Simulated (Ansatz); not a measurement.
```yaml
crystal:
  periodic: [false, false, false]
  atoms:
    - {symbol: C, position_ang: [-0.509235, 1.777944, 1.067375]}
    - {symbol: C, position_ang: [-0.208189, 0.872853, 0.329728]}
    - {symbol: Si, position_ang: [0.307474, -1.884882, -0.036074]}
    - {symbol: O, position_ang: [0.007474, -1.934882, -0.036074]}
    - {symbol: F, position_ang: [1.714509, -0.299260, -1.231326]}
    - {symbol: H, position_ang: [-0.772398, 2.581711, 1.717028]}
    - {symbol: H, position_ang: [-0.635755, -0.527213, -1.991907]}
    - {symbol: H, position_ang: [0.294487, -2.022132, 0.874177]}
basis:
  gaussian: {orbitals: "6-31++G**"}
hamiltonian: {xc: {name: HF}}
correlation: {method: rpa}
accuracy: high
```

```sh
$ ansatz run in.yaml --threads 2 --pin off --events-out ev --progress --plain --max-ram 4352MiB
```

Output, abridged:

```
Functional definition: HF
2239 factors; integrals over basis functions are off by at most 3.8e-9 eV
mean field evaluation 1: about -13467.0893 eV, gradient 7.2e1 eV
mean field evaluation 2: about -13468.1079 eV, gradient 7.2e1 eV
mean field evaluation 4: about -13476.4005 eV, gradient 2.3e1 eV
mean field evaluation 8: about -13477.5139 eV, gradient 6.4e-1 eV
mean field evaluation 16: about -13477.5330 eV, gradient 6.7e-5 eV
mean field -13477.53302344 eV, -495.2902032115 hartree, gradient 3.4e-8 eV, S^2 0.000000; 4 other end points of the search recorded, 0 dependent functions left out; unrestricted orbitals would lower it
unrestricted determinant -13481.91276628 eV, -495.4511557922 hartree, S^2 1.9934
9 core orbitals not correlated: weight in the atoms' cores, before any rotation towards them, 0.847 or more for the frozen orbitals, at most 0.140 for the correlated occupied ones
reference -13477.53302344 eV, -495.2902032115 hartree; 14, 14 occupied and 94, 94 virtual orbitals, 2239 factors
Total energy: -13497.87170724 eV, -496.0376360550 hartree
```

Something in this input is off. What?

One atom was put on top of another. Self-consistency was reached. The result belongs to that input, not to the molecule as meant.
